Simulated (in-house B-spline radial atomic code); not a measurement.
Results of a calculation; reference values are marked as such.
# C6 from the polarisability at imaginary frequency: Pb²⁺

HSE06 linear response of the closed shell [Xe] 4f14 5d10 6s2, from an all-electron radial atomic-structure program (B-spline basis); scalar-relativistic (spin-free one-electron X2C), finite nucleus, no spin-orbit coupling; shells from n = 4 respond.

The dispersion coefficient of two like species is C6 = (3/π) ∫ α(iu)² du from 0 to ∞.

```csv
u (hartree),α(iu) (bohr³)
0,13.77
0.156,12.62
0.364,9.62
0.624,6.809
1.04,4.456
1.56,3.01
2.34,1.908
3.64,1.072
5.2,0.6411
7.79,0.3483
13,0.1593
26,0.05402
```

Fit one oscillator, α(iu) = α(0)/(1 + u²/ω²), through u = 1.04 and estimate C6.

From α(0)/α(iu) − 1 = 13.77/4.456 − 1 = 2.0902, ω = u/√2.0902 = 0.7193 hartree (19.6 eV). London's formula gives C6 = (3/4) α(0)² ω = 0.75 × 13.77² × 0.7193 = 102.3 hartree·bohr⁶, and the oscillator holds f = α(0) ω² = 7.13 electrons, of a sum of oscillator strengths of 59.1.

How does that compare with the full integral?

The program's quadrature over all excitations gives C6 = 95.65, so the single oscillator is off by +7.0 %. At the last point the fit gives α = 0.0105 against 0.054: higher excitations, and deeper shells where there are any, keep the true curve higher at large u.
